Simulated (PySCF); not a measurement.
## Working out the excitation energy of F

F [He] 2s2 2p5 (2P) → F [He] 2s1 2p6 (2S). Calculation: PySCF 2.14, in aug-cc-pVTZ-DK (5s4p3d2f, 46 functions); the spin-free X2C one-electron Hamiltonian (Gaussian nucleus). Frozen: 1s2. Energies in hartree (1 hartree = 27.21139 eV):

| part | F (lower) | F (upper) |
| --- | --- | --- |
| UHF | -99.493655 | -98.612139 |
| MP2 opposite-spin | -0.155662 | -0.217071 |
| MP2 same-spin | -0.049731 | -0.061871 |

Task: What does Hartree-Fock give?

Result: (-98.612139) − (-99.493655) = 0.881516 hartree = 23.987 eV.

Task: What do MP2 and SCS-MP2 (6/5 opposite-spin, 1/3 same-spin) give?

Result: The opposite-spin parts differ by -1.671 eV and the same-spin parts by -0.330 eV. MP2: 23.987 + (-1.671) + (-0.330) = 21.986 eV. SCS-MP2: 23.987 + 1.2 × (-1.671) + (-0.330)/3 = 21.872 eV.

The upper state lies above the first ionisation limit, where it may autoionise and the basis confines it.
